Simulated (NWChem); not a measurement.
Species: AlHOBrF; SMILES [OH][Al]([F])[Br]

```xyz
5

Al     0.0032    -0.9501     0.0000
F     -1.4215    -1.7863     0.0000
Br    -0.0208     1.2928     0.0000
O      1.4940    -1.7617     0.0000
H      1.5268    -2.7271     0.0000
```
Atoms are numbered in this order, from 1.

Results from NWChem. Geometry: optimised at B3LYP/6-31G* (spherical d). Ions are spin-unrestricted doublets at the neutral geometry; other ion states weren't tried.

```csv
level,−ε(HOMO) (eV)
B3LYP/def2-SVP,8.38
PBE/def2-SVP,7.35
"LDA (Slater exchange, VWN5)/def2-SVP",…
```

What belongs in the gaps?


- LDA (Slater exchange, VWN5)/def2-SVP, −ε(HOMO) (eV): 7.48
